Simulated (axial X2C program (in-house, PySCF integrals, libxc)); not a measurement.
## Outer orbitals of TeBr⁺ at 2.379 Å, PBE

All values were computed with an in-house all-electron X2C program for linear molecules (integrals from PySCF). Spin-free means the one-electron spin-free X2C Hamiltonian; two-component (2c) means X2C with spin–orbit coupling and atomic mean-field two-electron Coulomb and Gaunt terms, so the difference of the two also holds small scalar two-electron terms. Basis: Te dyall-cv3z [11s12p8d4f1g], Br dyall-cv3z [8s9p6d4f1g] (cores contracted in-house); Gaussian nuclei, density fitting, unrestricted open shells. Masses: Te 129.906 u, Br 78.918 u.

The distance is close to the 2c PBE0 minimum; the highest filled and lowest empty levels are listed.

Spin-free orbitals, state M_S = 1, Λ = 0 (beyond evenly filled blocks: π+α, π-α) (Löwdin shares):

```json
{"symmetry": "σα", "occupied": "yes", "ε (eV)": "-27.47", "atomic character": "76% Br s, 12% Te s, 7% Te p"}
{"symmetry": "σβ", "occupied": "yes", "ε (eV)": "-27.15", "atomic character": "77% Br s, 10% Te s, 7% Te p"}
{"symmetry": "σα", "occupied": "yes", "ε (eV)": "-22.76", "atomic character": "74% Te s, 12% Br s, 11% Br p"}
{"symmetry": "σβ", "occupied": "yes", "ε (eV)": "-21.73", "atomic character": "73% Te s, 13% Br p, 11% Br s"}
{"symmetry": "σα", "occupied": "yes", "ε (eV)": "-16.16", "atomic character": "52% Br p, 37% Te p, 6% Te s"}
{"symmetry": "σβ", "occupied": "yes", "ε (eV)": "-15.80", "atomic character": "51% Br p, 35% Te p, 9% Te s"}
{"symmetry": "π-α", "occupied": "yes", "ε (eV)": "-14.90", "atomic character": "63% Br p, 34% Te p"}
{"symmetry": "π+α", "occupied": "yes", "ε (eV)": "-14.90", "atomic character": "63% Br p, 34% Te p"}
{"symmetry": "π-β", "occupied": "yes", "ε (eV)": "-14.30", "atomic character": "77% Br p, 19% Te p, 3% Te d"}
{"symmetry": "π+β", "occupied": "yes", "ε (eV)": "-14.30", "atomic character": "77% Br p, 19% Te p, 3% Te d"}
{"symmetry": "π-α", "occupied": "yes", "ε (eV)": "-12.67", "atomic character": "64% Te p, 33% Br p"}
{"symmetry": "π+α", "occupied": "yes", "ε (eV)": "-12.67", "atomic character": "64% Te p, 33% Br p"}
{"symmetry": "π+β", "occupied": "no", "ε (eV)": "-11.36", "atomic character": "78% Te p, 19% Br p"}
{"symmetry": "π-β", "occupied": "no", "ε (eV)": "-11.36", "atomic character": "78% Te p, 19% Br p"}
{"symmetry": "σα", "occupied": "no", "ε (eV)": "-9.53", "atomic character": "47% Te p, 27% Br p, 12% Te d"}
{"symmetry": "σβ", "occupied": "no", "ε (eV)": "-9.03", "atomic character": "49% Te p, 26% Br p, 12% Te d"}
```

Spinors with spin–orbit coupling (state Ω = 1):

| ω | occupied | ε (eV) | atomic character | λ mixture |
| --- | --- | --- | --- | --- |
| 1/2 | yes | -27.48 | 76% Br s, 12% Te s, 7% Te p | 100% σ |
| -1/2 | yes | -27.16 | 77% Br s, 10% Te s, 7% Te p | 100% σ |
| 1/2 | yes | -22.74 | 74% Te s, 12% Br s, 11% Br p | 100% σ |
| -1/2 | yes | -21.72 | 73% Te s, 13% Br p, 10% Br s | 100% σ |
| 1/2 | yes | -16.17 | 52% Br p, 37% Te p, 6% Te s | 99% σ, 1% π |
| -1/2 | yes | -15.83 | 51% Br p, 36% Te p, 9% Te s | 99% σ, 1% π |
| -1/2 | yes | -15.11 | 61% Br p, 36% Te p | 100% π |
| 3/2 | yes | -14.71 | 65% Br p, 31% Te p, 2% Te d | 100% π |
| 1/2 | yes | -14.49 | 75% Br p, 21% Te p, 2% Te d | 100% π |
| -3/2 | yes | -14.13 | 78% Br p, 18% Te p, 3% Te d | 100% π |
| -1/2 | yes | -12.90 | 61% Te p, 36% Br p | 98% π, 2% σ |
| 3/2 | yes | -12.39 | 66% Te p, 30% Br p | 100% π |
| 1/2 | no | -11.63 | 75% Te p, 22% Br p | 98% π, 2% σ |
| -3/2 | no | -11.07 | 79% Te p, 18% Br p | 100% π |
| 1/2 | no | -9.49 | 48% Te p, 27% Br p, 12% Te d | 99% σ, 1% π |
| -1/2 | no | -9.00 | 49% Te p, 25% Br p, 12% Te d | 99% σ, 1% π |

(1) How does the gap between the highest filled and lowest empty level change from the spin-free to the 2c table?

Mulliken charges and populations of the two-component result (they depend on the basis, above all on diffuse functions):

Te 0.79 e (s 9.96 p 21.13 d 20.09 f 0.03), Br 0.21 e (s 7.98 p 16.74 d 10.06 f 0.01). ⟨Lz⟩ = 0.01 ħ and ⟨Sz⟩ = 0.99 ħ (0.82 and 0.17 on the two atoms), which add up to Ω.

The state is a single determinant with fixed occupations, the lowest that a limited PBE0 search found. Density functionals use the spin component along the axis (collinear). PBE0 can misorder states that lie within some tenths of an eV, so this need not be the ground state of the molecule. The nearest other spin-free determinant of the search, M_S = 0, Λ = 2, lies 0.76 eV up at the distance of the search. With several unpaired electrons one determinant need not be a pure state. Open-shell Ω = 0 determinants with evenly filled partner blocks cannot be reached by this program, so the Ω shown need not be the lowest component. This is the Ω = 1 component of a π² triplet; the 0⁺ component is not one determinant and can lie lowest.

Answers

(1) From 1.31 to 0.76 eV at PBE, a change of -0.55 eV.
